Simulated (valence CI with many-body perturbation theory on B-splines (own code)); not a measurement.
A CI+MBPT run for Ir63+

Calculated by configuration interaction combined with many-body perturbation theory (CI+MBPT): four valence electrons over a frozen Dirac-Fock core [Ne], a basis of 11 s, 11 p, 9 d, 7 f, 5 g, 2 h, 1 i functions for each j, with the one-electron correlation potential Σ1 (screened to all orders), the two-electron term Σ2, the three-electron term Σ3, Breit, model QED; selected single and double excitations, second order for the rest (own B-spline code, finite nucleus).

Command, and the settings that its task file holds:

```sh
python run_cv.py task.json out
```

```
atom Ir  Z=77  mass_number=193  rms_radius_fm=5.4032
core [Ne]
valence 3s2 3p2
avg = 1
basis = L
breit = 1
cap = 40000
capref = 1200
cscale = 1
de = 0.0
dress = 0
eps = 2e-08
h = 0.27
hh = 1
l2 = 3
lcore = 6
maxit = 60
n2 = 5
natural = 1
nlev = 60
nno = [7, 7, 6, 5, 4, 2, 1]
nroot = 26
nsp = [4, 4, 3, 2, 1, 0, 0]
pt2 = 1
qed = 1
rpa = 1
s1 = 1
s2 = 1
s3 = 1
screen = 1
tol = 2e-05
```

It took 3.3 min on 1 thread of Arm Neoverse V1, with other jobs on the host.

Log. The first blocks belong to the next ion, which gives the ionisation energy. Fields: 2J, parity (1 odd), roots, reference size, generating configurations, candidates as configurations/state functions, variational space P, stored matrix elements, Davidson steps; e2 is the range of second-order energies in hartree. The first line gives the box (bohr), its intervals, the orbitals and the steps of their self-consistent field. Window is the range of levels sought, series limit the energy at which the first omitted orbital would enter, core excitation an estimate of the first excitation out of the core, left out the lowest levels not solved, and shifts from estimates the range by which levels moved from their first estimate, all in cm⁻¹.

```
rmax 1.8 intervals 55 orbitals 81 references ['3s2 3p2', '3s2 3p 3d', '3s 3p3', '3s2 3d2', '3s 3p2 3d'] scf 3 t 1.0
2J=1 par=1 roots 2 ref 37 generators 4 cand 4035/5966 P 1912/2838 nnz 1.5e+06 it 5
2J=1 par=1 roots 2 ref 37 generators 7 cand 3380/5187 P 2441/3672 nnz 2.2e+06 it 4
   second order: generators 10 cand 4066/6308 e2 -0.00001 -0.00000
reference levels 670, estimated 183, window 11419829 1/cm; series limit 44973636, core excitation 72850057
2J=0 par=0 roots 8 ref 39 generators 13 cand 15025/26355 P 5112/8000 nnz 4.3e+06 it 5
2J=0 par=0 roots 8 ref 39 generators 18 cand 11684/20894 P 9872/16619 nnz 1.7e+07 it 5
   second order: generators 27 cand 17067/34861 e2 -0.00003 -0.00000
2J=2 par=0 roots 11 ref 69 generators 13 cand 19104/76373 P 2512/7995 nnz 6e+06 it 7
2J=2 par=0 roots 11 ref 69 generators 16 cand 17477/70947 P 10177/39996 nnz 1.1e+08 it 8
   second order: generators 23 cand 23825/125038 e2 -0.00009 -0.00002
2J=4 par=0 roots 16 ref 97 generators 21 cand 20881/110834 P 2469/7997 nnz 6.1e+06 it 5
2J=4 par=0 roots 16 ref 97 generators 26 cand 19306/105421 P 9073/39997 nnz 1e+08 it 8
   second order: generators 34 cand 27064/202091 e2 -0.00048 -0.00015
2J=4 par=1 roots 10 ref 83 generators 16 cand 20875/110537 P 2359/7990 nnz 6.4e+06 it 5
2J=4 par=1 roots 10 ref 83 generators 21 cand 19277/105126 P 9386/39997 nnz 1.1e+08 it 7
   second order: generators 30 cand 22318/148807 e2 -0.00021 -0.00004
2J=2 par=1 roots 8 ref 72 generators 16 cand 19154/76726 P 2855/7994 nnz 6e+06 it 5
2J=2 par=1 roots 8 ref 72 generators 20 cand 17265/71300 P 9746/33471 nnz 7.2e+07 it 7
   second order: generators 26 cand 13218/64447 e2 -0.00012 -0.00002
2J=6 par=1 roots 6 ref 67 generators 13 cand 21123/123215 P 2474/8000 nnz 5.9e+06 it 5
2J=6 par=1 roots 6 ref 67 generators 18 cand 19443/117781 P 9264/40000 nnz 1.1e+08 it 5
   second order: generators 26 cand 19873/141393 e2 -0.00019 -0.00007
2J=6 par=0 roots 10 ref 70 generators 10 cand 19652/117678 P 1964/8000 nnz 6.8e+06 it 5
2J=6 par=0 roots 10 ref 70 generators 13 cand 19875/117506 P 7608/39999 nnz 1.1e+08 it 8
   second order: generators 20 cand 25783/204577 e2 -0.00053 -0.00020
2J=0 par=1 roots 4 ref 28 generators 8 cand 14944/25998 P 5038/7999 nnz 5.2e+06 it 5
2J=0 par=1 roots 4 ref 28 generators 12 cand 11587/20527 P 7610/12501 nnz 1.1e+07 it 5
   second order: generators 17 cand 14227/27024 e2 -0.00004 -0.00001
2J=8 par=1 roots 2 ref 41 generators 4 cand 15853/94463 P 2017/7997 nnz 7.2e+06 it 5
2J=8 par=1 roots 2 ref 41 generators 10 cand 18789/111231 P 6424/29029 nnz 7e+07 it 5
   second order: generators 16 cand 18752/129812 e2 -0.00018 -0.00005
2J=8 par=0 roots 6 ref 51 generators 9 cand 18561/111952 P 2408/7999 nnz 6.5e+06 it 5
2J=8 par=0 roots 6 ref 51 generators 15 cand 18507/111424 P 8122/40000 nnz 1.2e+08 it 8
   second order: generators 21 cand 20089/164301 e2 -0.00019 -0.00007
2J=10 par=0 roots 2 ref 19 generators 2 cand 8334/46746 P 2005/7995 nnz 9.4e+06 it 4
2J=10 par=0 roots 2 ref 19 generators 7 cand 15221/90373 P 4826/23139 nnz 6.2e+07 it 5
   second order: generators 9 cand 12400/75229 e2 -0.00008 -0.00005
left out: unestimated 16550153, estimated 12393899, shifts from estimates -8 to 151
operators 0.8
```

The Davidson iterations converged.

The last digits are not significant, and no measured levels were compared; by estimate large intervals hold to a few tenths of a per cent, small ones and those within an open d or f shell to about a per cent.

* Valence energy: -1112.222 hartree
* Ionisation energy: 7275.4 eV (NIST: 7274 ± 19 eV (theoretical))
* Reference configurations for the orbitals: 3s2 3p2, 3s2 3p 3d, 3s 3p3, 3s2 3d2, 3s 3p2 3d
* Radial orbitals: 81
* Box radius: 1.791 bohr
* Largest variational space: 40000
* Lowest levels: (3s^2 3p1/2^2) J=0 0.00, (3s^2 3p1/2 3p3/2) J=1 3409.6, (3s^2 3p1/2 3p3/2) J=2 3488.0, (3s 3p1/2^2 3p3/2) J=2 4862.7, (3s 3p1/2^2 3p3/2) J=1 5093.2, (3s^2 3p1/2 3d3/2) J=2 5277.0, (3s^2 3p1/2 3d3/2) J=1 5655.1, (3s^2 3p1/2 3d5/2) J=2 6232.7, (3s^2 3p1/2 3d5/2) J=3 6243.8, (3s 3p1/2^2 3d3/2) J=1 6766.5, (3s 3p1/2^2 3d3/2) J=2 6828.4, (3s^2 3p3/2^2) J=2 6959.5, (3s^2 3p3/2^2) J=0 7131.0, (3s 3p1/2^2 3d5/2) J=3 7680.4 × 10³ cm⁻¹

Levels are named by their leading jj configuration (3d3/2^4 stands for four electrons in 3d with j = 3/2), which in mixed levels can hold well under half, so a name can repeat and another be missing.
